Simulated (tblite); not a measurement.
Compound: C6H8N2 (charge -1 and doublet state).
InChI=1S/C6H8N2/c1-5-6(2)8-4-3-7-5/h3-4H,1-2H3/q-1

Computed with GFN2-xTB (tblite): harmonic, unscaled wavenumbers at the GFN2-xTB geometry, gas phase. Against measured fundamentals such values can be off by several per cent, at times by over 20. Open shells enter through the occupations alone, without spin polarisation, and single modes of such species can be off by tens of per cent.

Harmonic wavenumbers (cm⁻¹): 118.7, 146.1, 154.4, 193.4, 279.5, 380.6, 389.0, 434.9, 514.6, 545.0, 590.6, 766.2, 769.8, 826.5, 838.2, 894.8, 979.9, 983.9, 1011.5, 1020.9, 1108.0, 1131.9, 1218.2, 1219.0, 1278.1, 1358.2, 1373.8, 1382.9, 1487.8, 1495.6, 1499.9, 1504.1, 1507.3, 1666.5, 2908.2, 2918.3, 2920.5, 2931.9, 2938.0, 2947.8, 3017.3, 3018.8.

A = 3192, B = 2339, C = 1373 MHz; mass 108.069 u (most abundant isotopes); point group C2v, symmetry number 2; spin multiplicity 2.

Problem. Zero-point energy?

Solution. Half the sum of the wavenumbers: 27335 cm⁻¹ = 78.16 kcal/mol.

Problem. What is S at 273.15 K and 1 bar for an ideal gas of classical rigid rotors and harmonic oscillators?

Solution. Translation 39.54, rotation 26.20, vibration 16.45, spin (R ln 2) 1.38: S = 83.6 cal/(mol K).

Problem. And Cp and H(273.15 K) − H(0)?

Solution. Cp = 29.34 cal/(mol K), of which vibrations give 21.39 (their classical limit is 42 R = 83.5); H(273.15 K) − H(0) = 4.85 kcal/mol without the zero-point energy, 2.68 from vibrations.

Problem. What must be added to the electronic energy to get the Gibbs energy at 273.15 K and 1 bar?

Solution. ZPE + [H(273.15 K) − H(0)] − T·S = 78.16 + 4.85 − 22.83 = 60.18 kcal/mol.

Problem. Blend soft modes into free rotors: weight 1/[1 + (100 cm⁻¹/ν̃)⁴] for the oscillator and the rest for a rotor with moment μB/(μ + B), μ = h/(8π²ν), B = 10⁻⁴⁴ kg m². What vibrational entropy results?

Solution. 16.31 cal/(mol K) in place of 16.45, which changes −T·S at 273.15 K by +0.04 kcal/mol.

Problem. Which modes carry the vibrational entropy at 273.15 K?

Solution. 118.7 cm⁻¹: 2.95; 146.1 cm⁻¹: 2.56; 154.4 cm⁻¹: 2.45; 193.4 cm⁻¹: 2.03; 279.5 cm⁻¹: 1.39; 380.6 cm⁻¹: 0.91 cal/(mol K); the other 36 give 4.16 together.

Problem. How do the functions run with temperature in this model?

Solution. 
```json
{"T (K)": "150", "S (cal/(mol K))": "69.5", "Cp (cal/(mol K))": "18.9", "H − H(0) (kcal/mol)": "1.89", "G − H(0) (kcal/mol)": "-8.53", "ln q(vib)": "1.25"}
{"T (K)": "250", "S (cal/(mol K))": "81.1", "Cp (cal/(mol K))": "27.3", "H − H(0) (kcal/mol)": "4.19", "G − H(0) (kcal/mol)": "-16.07", "ln q(vib)": "2.93"}
{"T (K)": "298.15", "S (cal/(mol K))": "86.2", "Cp (cal/(mol K))": "31.5", "H − H(0) (kcal/mol)": "5.61", "G − H(0) (kcal/mol)": "-20.10", "ln q(vib)": "3.80"}
{"T (K)": "400", "S (cal/(mol K))": "96.7", "Cp (cal/(mol K))": "40.1", "H − H(0) (kcal/mol)": "9.27", "G − H(0) (kcal/mol)": "-29.43", "ln q(vib)": "5.72"}
{"T (K)": "600", "S (cal/(mol K))": "115.7", "Cp (cal/(mol K))": "53.6", "H − H(0) (kcal/mol)": "18.72", "G − H(0) (kcal/mol)": "-50.71", "ln q(vib)": "9.60"}
{"T (K)": "900", "S (cal/(mol K))": "140.1", "Cp (cal/(mol K))": "66.4", "H − H(0) (kcal/mol)": "36.88", "G − H(0) (kcal/mol)": "-89.19", "ln q(vib)": "15.32"}
```

q(vib) and H(0) count from the zero-point level.

Hindered rotation and anharmonicity are outside this model.
